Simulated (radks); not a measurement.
Neutral molybdenum, [Kr] 4d5 5s1. Method: non-relativistic Kohn-Sham, PBE, spin-polarised, spherical densities, point nucleus; computed with a radial shooting solver on a logarithmic mesh with Libxc functionals. Every spin shell is full or empty, so the densities are truly spherical. Functionals are evaluated on that one density, not self-consistently. Rank these orbital-free kinetic functionals by their error against the exact value of the orbitals, and give that value: Thomas-Fermi, von Weizsacker, TF + vW/9, TF + vW/5, APBEK, revAPBEK, Perdew 92, LKT, PG1, DePristo-Kress.

Answer. Exact: 3975.27 hartree. From best to worst, with 100 (|E| - |E exact|)/|E exact| (equal figures are ties): DePristo-Kress -0.06, APBEK +0.14, revAPBEK +0.34, Perdew 92 -0.67, TF + vW/9 -0.68, TF + vW/5 +3.24, Thomas-Fermi -5.57, PG1 +16.19, LKT +20.54, von Weizsacker -55.96.
